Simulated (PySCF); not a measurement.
# Stretching GaF

Set-up: basis Ga def2-SVP, F def2-SVP; no relativity; PySCF 2.14. Energies in eV from Ga + F in their ground configurations at the same level. State: ¹Σ⁺ (singlet), closed shell.

All columns are BHandHLYP. A positive dipole means Ga(−)F(+).

```
R (Å)  E (eV)  μ (D)  Mulliken charge on Ga (basis-dependent)  HOMO (eV)  LUMO (eV)  Mayer bond order  ⟨S²⟩
1.534  -4.521  -0.64                                     0.43      -8.15      -0.20              0.98  0.00
1.606  -5.147  -1.06                                     0.44      -8.32      -0.31              0.96  0.00
1.677  -5.474  -1.48                                     0.46      -8.48      -0.42              0.93  0.00
1.730  -5.580  -1.79                                     0.47      -8.59      -0.51              0.91  0.00
1.784  -5.598  -2.12                                     0.48      -8.70      -0.59              0.89  0.00
1.837  -5.549  -2.44                                     0.50      -8.79      -0.68              0.88  0.00
1.909  -5.410  -2.87                                     0.51      -8.90      -0.79              0.85  0.00
1.998  -5.155  -3.42                                     0.53      -9.00      -0.93              0.82  0.00
2.105  -4.782  -4.07                                     0.55      -9.04      -1.10              0.79  0.00
2.248  -4.238  -4.93                                     0.58      -8.93      -1.32              0.75  0.00
```

A fit through these points gives, at Re = 1.769 Å, μ = -2.03 D and dμ/dR = -6.02 D/Å; the reduced mass is 14.89 u.

Q: How strong is the fundamental in the double-harmonic approximation, I = 42.26·(dμ/dR)²/μred km/mol?

A: I = 42.26·(-6.02)²/14.89 = 103 km/mol at BHandHLYP.
